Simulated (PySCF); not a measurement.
CH8O3Si2, SMILES CO[Si@@H](O)[SiH2]O. Geometry optimised at PBE-D3(BJ)/def2-SVP. The structure was generated by enumeration; whether it is a known compound was not checked. One conformer was computed; it need not be the lowest.

Computed equilibrium geometry at PBE-D3(BJ)/def2-SVP (PySCF confirms it by a frequency run) as bond lengths and angles (one conformer of several):
Atoms: C1 O2 Si3 O4 Si5 O6 H7 H8 H9 H10 H11 H12 H13 H14. Bonded distances (Å): C1–O2 1.421, C1–H7 1.114, C1–H8 1.112, C1–H9 1.109, O2–Si3 1.703, Si3–O4 1.683, Si3–Si5 2.363, Si3–H10 1.502, O4–H11 0.974, Si5–O6 1.686, Si5–H12 1.509, Si5–H13 1.507, O6–H14 0.984. Bond angles (°): O2–C1–H7 111.6, O2–C1–H8 111.5, O2–C1–H9 108.8, H7–C1–H8 108.1, H7–C1–H9 108.3, H8–C1–H9 108.4, C1–O2–Si3 123.9, O2–Si3–O4 112.8, O2–Si3–Si5 94.4, O2–Si3–H10 108.8, O4–Si3–Si5 117.0, O4–Si3–H10 103.0, Si5–Si3–H10 120.8, Si3–O4–H11 114.5, Si3–Si5–O6 101.6, Si3–Si5–H12 111.7, Si3–Si5–H13 112.9, O6–Si5–H12 111.2, O6–Si5–H13 112.2, H12–Si5–H13 107.2, Si5–O6–H14 107.5.
